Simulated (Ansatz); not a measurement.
Counterpoise correction, worked out

The pair of HF (SMILES F, atoms 1–2) and GeH4 (SMILES [GeH4], atoms 3–7), both closed shells, in one local arrangement (a lower one may exist), relaxed at PBE0-D4/def2-TZVP:

F1  (0.084, 0.761, -2.534)
H2  (0.112, 0.987, -1.637)
Ge3  (-0.042, -0.373, 0.840)
H4  (1.118, -1.271, 0.405)
H5  (-0.005, -0.134, 2.353)
H6  (-1.385, -0.975, 0.418)
H7  (0.117, 1.005, 0.155)
(Å)

Ansatz 0.2.0; basis: def2-TZVPPD; cores frozen in the correlated methods. Filled d shells of the heavier atoms are correlated. The def2 sets are not built for correlating such inner shells, so the correlated values are less sure here.

MP2 total energies in eV:

| system | geometry | basis functions | energy |
| --- | --- | --- | --- |
| pair | pair | all | -59274.62404 |
| HF | as in the pair | all (partner as ghosts) | -2730.38051 |
| GeH4 | as in the pair | all (partner as ghosts) | -56544.19752 |
| HF | as in the pair | its own | -2730.37317 |
| GeH4 | as in the pair | its own | -56544.18019 |
| HF | free (PBE0-D4 minimum) | its own | -2730.37406 |
| GeH4 | free (PBE0-D4 minimum) | its own | -56544.18729 |

Question: Work out the interaction energy with and without the counterpoise correction, the superposition error, and the binding energy from the relaxed fragments.

Answer: Without correction: -59274.62404 − (-2730.37317) − (-56544.18019) = -0.07068 eV.
With correction (each fragment in the whole basis): -59274.62404 − (-2730.38051) − (-56544.19752) = -0.04601 eV = -1.06 kcal/mol.
The superposition error is the difference, 0.02467 eV, 35 % of the uncorrected value: each fragment borrows its partner's functions.
Deformation from the free shapes: 0.00089 eV for HF and 0.00710 eV for GeH4.
Binding energy from relaxed fragments: -0.04601 + 0.00089 + 0.00710 = -0.03802 eV = -0.88 kcal/mol (electronic, without zero-point energy; negative means bound). For comparison, the corrected interaction energy by CCSD(T) at an estimated basis limit (MP2 extrapolated from triple and quadruple zeta, plus CCSD(T) − MP2 in triple zeta) is -0.058 eV.

The T1 diagnostic stays at or below 0.012.

For scale, one of the runs: CCSD(T)/def2-TZVPPD, 179 basis functions, launched by `ansatz run in.yaml --threads 2 --pin off --events-out ev --progress --plain --max-ram 5222MiB`. Time: 42 s of wall clock on 2 CPU threads of an Arm Neoverse V2; the host was shared. Peak host memory: 1.7 GiB.
